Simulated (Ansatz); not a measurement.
`CN([SiH3])[SiH2]Cl` + `[OH][SnH2][OH]` → `[OH][SnH2][O][SiH3]` + `CN[SiH2]Cl`  (ligand exchange at the Si–N bond)

Gas-phase electronic energies from Ansatz, PBE0-D4/def2-TZVP geometries. CBS: MP2 limit from def2 TZ/QZ plus the TZ coupled-cluster correction, frozen cores. Functionals use def2-TZVPP. B3LYP here is the variant with VWN-RPA as its local correlation; programs differ in this. HSE06 is defined as in plane-wave codes. def2 core potentials past Kr. For Sn outer-core shells are correlated without core-valence functions, which leaves a few kJ/mol of doubt a bond. One conformer a species, not always the lowest.

`CN([SiH3])[SiH2]Cl`:

Cartesian coordinates in Å:
```
C -1.060 -1.040 0.296
N 0.021 -0.129 -0.084
Si 1.447 -0.176 0.901
Si -0.310 1.069 -1.254
Cl -1.515 2.584 -0.527
H -0.663 -2.035 0.520
H -1.776 -1.152 -0.522
H -1.607 -0.685 1.176
H 2.014 -1.551 0.877
H 2.420 0.799 0.353
H 1.143 0.159 2.320
H 0.959 1.690 -1.685
H -1.074 0.467 -2.370
```

`[OH][SnH2][OH]`:

Z-matrix (Å, degrees):
```
Sn
O 1 1.962
O 1 1.962 2 107.3
H 1 1.699 2 111.7 3 112.8
H 1 1.700 2 103.5 3 -118.2
H 2 0.960 1 113.3 3 -61.0
H 3 0.960 1 113.3 2 -60.9
```

`[OH][SnH2][O][SiH3]`:

Cartesian coordinates in Å:
```
O -1.068 -0.824 -1.894
Sn 0.117 0.654 -1.407
O 0.104 0.745 0.547
Si 0.360 -0.309 1.766
H -1.986 -0.681 -1.655
H -0.514 2.153 -1.899
H 1.654 0.174 -1.938
H -0.894 -1.022 2.134
H 0.847 0.440 2.954
H 1.380 -1.331 1.392
```

`CN[SiH2]Cl`:

Z-matrix (Å, degrees):
```
C
N 1 1.450
H 1 1.096 2 113.1
H 1 1.093 2 110.8 3 -122.0
H 1 1.093 2 109.4 3 119.9
Si 2 1.697 1 123.8 3 -88.7
H 2 1.008 1 113.6 3 65.8
Cl 6 2.075 2 114.8 1 68.9
H 6 1.479 2 108.8 1 -48.4
H 6 1.479 2 108.1 1 -172.4
```

```csv
level,ΔE (kJ/mol),difference from CCSD(T)/CBS
PBE0-D4,-48.5,4.1
r2SCANh-D4,-53.4,-0.8
ωB97X-V,-53.2,-0.6
PBE0,-52.2,0.4
B3LYP,-59.9,-7.3
HSE06,-52.0,0.6
BHLYP,-64.3,-11.7
CAM-B3LYP,-60.4,-7.8
CCSD/def2-SVP,-56.3,-3.7
CCSD(T)/def2-SVP,-53.8,-1.2
HF/def2-TZVPP,-73.9,-21.3
MP2/def2-TZVPP,-50.0,2.6
CCSD/def2-TZVPP,-55.3,-2.7
CCSD(T)/def2-TZVPP,-51.9,0.7
SCS-MP2/def2-QZVPP,-55.3,-2.7
HF/CBS(def2),-75.3,-22.7
CCSD(T)/CBS,-52.6,0
```

(1) What do rigid-rotor, harmonic-oscillator terms from PBE0-D4/def2-TZVP frequencies (298.15 K, 1 bar) make of the CCSD(T)/CBS value? (An estimate is asked.)

Largest T1 diagnostic among the species: 0.014.

Results:

(1) Computed: ΔZPE = +2.3 kJ/mol, ΔH = -50.1 kJ/mol, ΔS = 21 J/(mol·K), ΔG = -56.5 kJ/mol. Modes under 50 cm⁻¹ make the entropy rough.

From BLYP to BHLYP (50 % exact exchange), in def2-TZVPP and without D4, ΔE moves by −6.3 kJ/mol. The D4 term adds +6.9 kJ/mol with B3LYP and +3.7 kJ/mol with PBE0; it sums over pairs of atoms, weighted by their polarisabilities, and B3LYP, whose exchange is more repulsive, gets the larger term.
